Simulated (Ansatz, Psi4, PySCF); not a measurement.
CH₄O, charge -1, doublet, at the geometry of the source list (a state made from the parent by changing its charge; the spin is typed, not shown lowest) (in this run its highest filled SCF level lies above zero, so its values depend strongly on the basis, on diffuse functions most of all). Base run: WB97M-V/def2-SVP (PySCF).

Geometry (Å):
```xyz
6

C     -0.3629     0.0074     0.0172
O      0.9068    -0.4377    -0.3948
H     -0.4968    -0.0951     1.0994
H     -1.0898    -0.6237    -0.4902
H     -0.5383     1.0507    -0.2662
H      1.5810     0.0985     0.0346
```
Charge -1, spin multiplicity 2.
Orbitals are unrestricted.
All else is at PySCF's defaults.

The same geometry, method and basis name were run in Ansatz (an electronic-structure program) and Psi4 and PySCF, at each program's defaults and at the settings that a row names. The base is PySCF at its defaults. Differences at the defaults can come from grids, fitting, cores and function types together.

| code and settings | ΔE vs base (mEh) | basis functions | E (Eh) | SCF cycles |
|---|---|---|---|---|
| PySCF, defaults (exact integrals, its default grid, spherical functions) | 0.000 | 48 | -115.42610 | 14 |
| Psi4, defaults (density fitting with its default set, its default grid, spherical functions) | -0.044 | 48 | -115.42615 | 12 |
| Ansatz, defaults (factorised integrals, its default grid, spherical functions) | -0.001 | 48 | -115.42610 | - |
| PySCF, density fitting with def2-universal-jkfit | -0.040 | 48 | -115.42614 | 14 |
| PySCF, fine grid | 0.000 | 48 | -115.42610 | 14 |
| Psi4, exact integrals, spherical functions, fine grid | -0.001 | 48 | -115.42610 | 16 |
| Ansatz, high accuracy | 0.000 | 48 | -115.42610 | - |

Open shells are given as the SCF converged; they aren't shown to be the lowest states, and a large step between rows can be another state.
